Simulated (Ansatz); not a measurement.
Spin gap between two states, R1 and P1; the higher of the two is an excited state, each structure at its B3LYP-D3(BJ)/def2-TZVP stationary point, reached from a drawn start (curvature not checked).
R1, Cl2Si (SMILES Cl[Si]Cl) (charge 0, multiplicity 1):
```xyz
3

Si     0.00000     0.00000    -0.88162
Cl     1.62333     0.00000     0.44081
Cl    -1.62333     0.00000     0.44081
```
P1, Cl2Si (SMILES Cl[Si]Cl) (charge 0, multiplicity 3):
```xyz
3

Si     0.0000     0.0000    -0.7045
Cl     1.7715     0.0000     0.3523
Cl    -1.7715     0.0000     0.3523
```

P less R. No zero-point or thermal terms; singlets are restricted closed shells; open shells are unrestricted.

Cores are frozen in the correlated methods. CBS(a, b) extrapolates the correlation energy as X⁻³ and adds the Hartree–Fock energy of set b.

Run with Ansatz (Gaussian basis) for Hartree–Fock, density functionals and correlated methods. No computed number here is a measurement.

The comparison value is 2.324 eV (CCSD(T)/CBS(cc-pV(T+d)Z, cc-pV(Q+d)Z)). It is a level with limits of its own, not the exact answer.

Q: Order these levels by how close they come to the comparison value for the spin gap, closest first: wB97M-V/def2-TZVPP, CCSD(T)/cc-pV(Q+d)Z, PBE0/def2-TZVPP. Give each level's value less the comparison value.

A: CCSD(T)/cc-pV(Q+d)Z (-0.022 eV), wB97M-V/def2-TZVPP (0.228 eV), PBE0/def2-TZVPP (-0.243 eV)

Ansatz is a first-principles code.
